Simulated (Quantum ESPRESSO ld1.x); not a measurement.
Results of a calculation; reference values are marked as such.
One sound ld1.x (Quantum ESPRESSO 7.5) input for the caesium ion Cs2+ gives E = -7549.5278 hartree in 30 iterations:

```
 &input
    zed=55.0,
    iswitch=1,
    rel=0,
    lsd=1,
    dft='PZ',
    config='[Kr] 4d10 5s2 5p5',
    prefix='ld1',
    max_out_wfc=37,
    file_charge='ld1.rho',
 /
```

Changed or added lines, one case at a time, and what came of them:

- config='[Kr] 4d10 5s2 5p5 6d-1': harmless. A negative occupation marks a state as unused; the result equals that of the sound run.
- config='[Kr] 4d10 5s2 5p5 6p4': not converged. The string holds 57 electrons for Z = 55, so the species has charge -2 and is not the one meant. The extra electrons are not bound, and the cycle does not converge.
- dft='SCAN': refused. The program stops in set_dft_from_name with "libxc needed for this functional": this build has no Libxc.
- atom='Cs': harmless. atom and zed name the same element, and the result equals that of the sound run.
- dft='BLYP': silently wrong. The run ends normally, but in this build (ld1.x 7.5) Etot and Exc of a spin-polarised run lack the gradient corrections of exchange and correlation and come out near their LSDA values (nitrogen, PBE: -54.132 hartree against -54.536 from two other codes). The eigenvalues and orbitals are those of the GGA; the energies must not be used.
- rel=-1: refused. The program stops in ld1_readin with "wrong rel": rel takes 0, 1 or 2.
- config='[Kr] 4d10 5s2 5p5 6s4': refused. The program stops in el_config with "wrong occupancy:4": an s shell holds at most 2 electrons.
